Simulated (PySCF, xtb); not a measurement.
BeBrH₂N, SMILES [Be]([NH2])[Br]. Other conformers were not sampled.

Harmonic wavenumbers (cm⁻¹) from GFN2-xTB run with xtb at its own minimum, in rising order: 140, 195, 432, 505, 594, 1226, 1559, 3506, 3509.

Task: What does PBE0-D3(BJ)/def2-TZVP (PySCF) give at its own minimum? (An estimate is asked for; the answer gives what the named calculation found.)

Result: 209, 258, 366, 421, 673, 1287, 1570, 3622, 3705. Paired by order, the mean absolute difference is 83 cm⁻¹ and the zero-point energies are 16.7 and 17.3 kcal/mol.
